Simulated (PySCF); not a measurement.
A calculated (r2SCAN, PySCF 2.14, def2-SVP, no relativity, point nucleus) atom or ion has these occupied shells.

```tsv
shell	electrons	orbital energy (eV)	rms radius, mean of both spins (bohr)
1s	2	-3961.7	0.0897
2s	2	-433.02	0.397
2p	6	-354.64	0.365
3s	2	-63.750	1.24
3p	6	-44.117	1.37
```

(1) Name the element and its charge.

Results:

(1) Ca²⁺ (calcium, charge +2), in [Ar], closed-shell 1S.
